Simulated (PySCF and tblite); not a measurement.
Results of a calculation; reference values are marked as such.
5 constitutional isomers of C4HFN2O:

```json
{"isomer": "A", "SMILES": "[N:1]#[C:2][c:3]1[cH:4][n:5][c:6]([F:7])[o:8]1"}
{"isomer": "B", "SMILES": "[CH:1]#[C:2][c:3]1[n:4][o:5][c:6]([F:7])[n:8]1"}
{"isomer": "C", "SMILES": "[N:1]#[C:2][c:3]1[cH:4][c:5]([F:6])[n:7][o:8]1"}
{"isomer": "D", "SMILES": "[N:1]#[C:2][c:3]1[cH:4][n:5][o:6][c:7]1[F:8]"}
{"isomer": "E", "SMILES": "[N:1]#[C:2][C:3]([F:4])([C:5]#[N:6])[CH:7]=[O:8]"}
```

Each isomer is a Boltzmann average at 298.15 K over at most 6 conformers: GFN2-xTB geometries, energies PBE0/pcSseg-1 (D3(BJ) added where defined), GFN2-xTB thermal terms. Programs: PySCF with density fitting and tblite.

Equilibrium rotational constants and dipole components of each isomer's leading conformer, in random order:

```tsv
set	A (MHz)	B (MHz)	C (MHz)	abs μa	abs μb	abs μc (D)
P	7749	1296	1111	1.46	2.17	0.00
Q	2209	2040	1684	0.01	1.47	2.90
R	3736	1939	1276	1.39	0.58	0.00
S	7595	1362	1155	1.01	0.60	0.00
T	6931	1381	1151	1.59	0.86	0.00
```

Match sets and isomers.

P is C (Cs), Q is E (Cs), R is D (Cs), S is B (Cs), T is A (Cs).

The whole study took 51 s on 1 thread of AMD EPYC 9R45 96-Core, on a host shared with other jobs (rough), peak memory 0.77 GiB, launched as `OMP_NUM_THREADS=1 python ens_run.py task.json out`.
